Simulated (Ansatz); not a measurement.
Basis-set extrapolation for `[SiH3]OB(S)Cl` (PBE0-D4/def2-TZVP geometry, frozen core, Ansatz 0.2.0). Multiplicity 1, RHF reference.

```
                       def2-TZVPP    def2-QZVPP
                 HF  -1248.090101  -1248.128110
    MP2 correlation     -0.817978     -0.887996
CCSD(T) correlation     -0.908951       not run
```

Energies in hartree. Use E(X) = E(∞) + A·exp(−7.88·√X) for Hartree–Fock and E(X) = E(∞) + B·X^(−2.97) for correlation, with X = 3 and 4, and add CCSD(T) minus MP2 of the smaller set to the MP2 limit.

Question: What is the CCSD(T) energy at the basis-set limit?

Answer: HF limit: -1248.128110 + (-0.038009) × 0.13774 = -1248.13335. MP2 limit: -0.887996 + (-0.070018) × 0.74074 = -0.93986. Higher-order term: -0.908951 − (-0.817978) = -0.09097. Total: -1249.16418 hartree, 433.5 kJ/mol below CCSD(T)/def2-TZVPP.
